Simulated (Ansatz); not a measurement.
A single point on `[SiH3]C[SiH2][SeH]`.

```yaml
crystal:
  periodic: [false, false, false]
  atoms:
    - {symbol: Si, position_ang: [-0.587047, 1.604445, 0.015766]}
    - {symbol: C, position_ang: [-0.177778, 0.020675, 0.937992]}
    - {symbol: Si, position_ang: [0.968790, -1.128873, 0.019500]}
    - {symbol: Se, position_ang: [0.336519, -1.441244, -2.153130]}
    - {symbol: H, position_ang: [-1.627664, 1.357312, -1.012967]}
    - {symbol: H, position_ang: [-1.097655, 2.628062, 0.968613]}
    - {symbol: H, position_ang: [0.630551, 2.146018, -0.644766]}
    - {symbol: H, position_ang: [0.298398, 0.271549, 1.893133]}
    - {symbol: H, position_ang: [-1.108957, -0.504423, 1.174667]}
    - {symbol: H, position_ang: [2.321128, -0.527584, -0.100940]}
    - {symbol: H, position_ang: [1.071823, -2.439100, 0.713961]}
    - {symbol: H, position_ang: [-0.951110, -2.041937, -1.777828]}
basis:
  gaussian: {orbitals: def2-QZVPP}
correlation: {method: mp2}
```

```sh
$ ansatz run in.yaml --threads 4 --pin off --events-out ev --progress --plain --max-ram 10444MiB
```

It prints (some lines left out):

```
Functional definition: HF
3129 factors; integrals over basis functions are off by at most 8.4e-4 eV
mean field evaluation 1: about -82185.4170 eV, gradient 3.0e1 eV
mean field evaluation 2: about -82185.5501 eV, gradient 3.0e1 eV
mean field evaluation 4: about -82188.5510 eV, gradient 3.6e0 eV
mean field evaluation 8: about -82188.6124 eV, gradient 2.6e-1 eV
mean field -82188.61268754 eV, -3020.3758068245 hartree, gradient 2.8e-6 eV, S^2 0.000000; 0 other end points of the search recorded, 0 dependent functions left out
20 core orbitals not correlated: weight in the atoms' cores, before any rotation towards them, 1.000 or more for the frozen orbitals, at most 0.000 for the correlated occupied ones
reference -82188.61268754 eV, -3020.3758068245 hartree; 18, 18 occupied and 488, 488 virtual orbitals, 3129 factors
second order -28.39063646 eV of doubles, -0.00000000 eV of singles
Total energy: -82217.00332400 eV, -3021.4191434706 hartree
```

Hardware: 4 threads of an INTEL XEON PLATINUM 8581C on a shared host. Wall time 23 s, peak host memory 3.8 GiB.
